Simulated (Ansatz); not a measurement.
Start from `OCC[SiH2]S` and change one atom or group to get `BOCCO`.

Ansatz, PBE0-D4/def2-TZVP geometries, multiplicity 1. Each molecule was computed in one conformer, which needn't be the lowest.

```csv
property,`OCC[SiH2]S`
HOMO energy (ωB97M-V/def2-TZVPP) / eV,-9.25
LUMO energy (PBE0/def2-TZVPP) / eV,0.58
HOMO–LUMO gap (ωB97M-V/def2-TZVPP) / eV,11.32
LUMO energy (PBE/def2-TZVPP) / eV,-0.31
HOMO energy (PBE0/def2-TZVPP) / eV,-7.05
size of the dipole moment (ωB97M-V/def2-TZVPP) / D,3.39
```

(1) Give the same properties after the change, and the shifts. (Estimate.)

Results:

(1) The calculation gave: 
| property | `BOCCO` | shift |
| --- | --- | --- |
| HOMO energy (ωB97M-V/def2-TZVPP) / eV | -10.63 | -1.38 |
| LUMO energy (PBE0/def2-TZVPP) / eV | -0.50 | -1.08 |
| HOMO–LUMO gap (ωB97M-V/def2-TZVPP) / eV | 11.95 | 0.63 |
| LUMO energy (PBE/def2-TZVPP) / eV | -1.48 | -1.17 |
| HOMO energy (PBE0/def2-TZVPP) / eV | -8.19 | -1.14 |
| size of the dipole moment (ωB97M-V/def2-TZVPP) / D | 1.60 | -1.79 |

With PBE0 the HOMO falls by 1.14 eV and the LUMO falls by 1.08 eV, so the gap widens by about 0.06 eV. PBE moves the HOMO by -0.75 eV and ωB97M-V by -1.38 eV. Dipoles are sizes alone; their direction can turn.
